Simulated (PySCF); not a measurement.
# GaB⁺: one state, many levels of theory

State: ²Σ⁺ (doublet), unpaired electrons σ ↑. Set-up: basis Ga x2c-SVPall, B x2c-SVPall; spin-free X2C with a Gaussian nucleus; PySCF 2.14. De refers to Ga⁺ + B in their high-spin ground configurations, without counterpoise correction. The functionals are run spin-unrestricted. A positive dipole points towards B; it is taken about the centre of mass and depends on that origin.

```json
{"Level": "UHF", "Re (Å)": "2.891", "ωe (cm⁻¹)": "179", "De (eV)": "0.51", "μ (D)": "1.83", "CPU s a point (SCF and correlation, without the integrals)": "0.14"}
{"Level": "UHF-MP2", "Re (Å)": "2.775", "ωe (cm⁻¹)": "202", "De (eV)": "0.64", "μ (D)": "n/a", "CPU s a point (SCF and correlation, without the integrals)": "0.24"}
{"Level": "UHF-SCS-MP2", "Re (Å)": "2.810", "ωe (cm⁻¹)": "192", "De (eV)": "0.59", "μ (D)": "n/a", "CPU s a point (SCF and correlation, without the integrals)": "n/a"}
{"Level": "UHF-CCSD", "Re (Å)": "2.782", "ωe (cm⁻¹)": "200", "De (eV)": "0.63", "μ (D)": "n/a", "CPU s a point (SCF and correlation, without the integrals)": "n/a"}
{"Level": "UHF-CCSD(T)", "Re (Å)": "2.764", "ωe (cm⁻¹)": "206", "De (eV)": "0.66", "μ (D)": "n/a", "CPU s a point (SCF and correlation, without the integrals)": "4.7"}
{"Level": "PBE", "Re (Å)": "2.780", "ωe (cm⁻¹)": "204", "De (eV)": "0.97", "μ (D)": "2.38", "CPU s a point (SCF and correlation, without the integrals)": "0.79"}
{"Level": "r²SCAN", "Re (Å)": "2.735", "ωe (cm⁻¹)": "218", "De (eV)": "0.94", "μ (D)": "2.50", "CPU s a point (SCF and correlation, without the integrals)": "1.1"}
{"Level": "TPSSh", "Re (Å)": "2.759", "ωe (cm⁻¹)": "218", "De (eV)": "0.88", "μ (D)": "2.28", "CPU s a point (SCF and correlation, without the integrals)": "1.2"}
{"Level": "PBE0", "Re (Å)": "2.750", "ωe (cm⁻¹)": "216", "De (eV)": "0.88", "μ (D)": "2.29", "CPU s a point (SCF and correlation, without the integrals)": "1.2"}
{"Level": "M06", "Re (Å)": "2.796", "ωe (cm⁻¹)": "205", "De (eV)": "0.91", "μ (D)": "2.11", "CPU s a point (SCF and correlation, without the integrals)": "1.1"}
{"Level": "HSE06", "Re (Å)": "2.754", "ωe (cm⁻¹)": "216", "De (eV)": "0.90", "μ (D)": "2.30", "CPU s a point (SCF and correlation, without the integrals)": "1.2"}
{"Level": "B2PLYP", "Re (Å)": "2.783", "ωe (cm⁻¹)": "206", "De (eV)": "0.75", "μ (D)": "2.09", "CPU s a point (SCF and correlation, without the integrals)": "0.71"}
```

(1) Which functional lies closest to UHF-CCSD(T) in De, which farthest, and by how much do they differ from it?

(2) What does a quarter of exact exchange do here, going from PBE to PBE0?

(3) What does the step from GGA to meta-GGA do here, going from PBE to r²SCAN?

Correlated steps freeze 10 core orbitals. Correlated levels converge slowly with the basis: in double zeta they bind strong bonds too weakly, by up to about 1 eV, and carry superposition errors of some tenths. Spin–orbit coupling is left out. For an ion De counts to the pair picked by the measured ionisation energies or electron affinities, which need not be the lowest pair at this level. B2PLYP dipoles, levels and charges come from its SCF part alone. The state is the lowest determinant that a PBE0 search found; another state may lie lower at other levels.

The whole job (state search and all levels along the bond) took about 2.9 min on 1 thread of Arm Neoverse N1 (shared host), peak memory 0.56 GiB.

## Answers

(1) Closest is B2PLYP (+1.9 pm in Re, +0.0 % in ωe, +0.09 eV in De against UHF-CCSD(T) in the same basis), farthest PBE (+1.6 pm in Re, -1.0 % in ωe, +0.31 eV in De). CCSD(T) converges more slowly with the basis than the functionals do and binds too weakly in this one, so the order can change at the basis-set limit.

(2) PBE0 less PBE: -3.0 pm in Re, +5.9 % in ωe, -0.09 eV in De. Exact exchange removes part of the self-interaction that spreads semilocal densities, and in most molecules shortens and stiffens the bond and lowers De; so it does here.

(3) r²SCAN less PBE: -4.5 pm in Re, +6.9 % in ωe, -0.03 eV in De.
